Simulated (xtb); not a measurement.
H₅Si₂ (SMILES [SiH2][SiH3]), doublet, at a GFN2-xTB geometry. Base run: xtb with GFN2-xTB.

The xtb input:
```
$ xtb mol.xyz --gfn 2 --uhf 1 --json

# file mol.xyz
7

Si    -0.00694582     0.01102555     1.17502224
Si     0.00576956     0.03676145    -1.09538941
H     -1.16877904    -0.49195748     1.91168064
H      1.16087215    -0.45701581     1.92512387
H      0.02916079    -1.24194353    -1.82537250
H     -1.19026257     0.74313294    -1.57000039
H      1.18547634     0.77876587    -1.55629122
```

Variants of this job, named by their change:

```
change               ΔE vs base (kJ/mol)  dipole (D)  G_solv (kcal/mol)  SCF cycles
-------------------  -------------------  ----------  -----------------  ----------
base                                0.00        0.27                  -          13
alpb = acetonitrile                -0.13        0.39              -0.22          13
etemp = 10000                     -111.9        0.35                  -          14
acc = 0.1                           0.00        0.27                  -          15
gbsa = toluene                     -5.27        0.34              -1.33          13
gbsa = chcl3                       -6.96        0.36              -1.77          13
```

ALPB and GBSA are two models with their own fitted parameters for each solvent, which aren't always the measured dielectric constant.
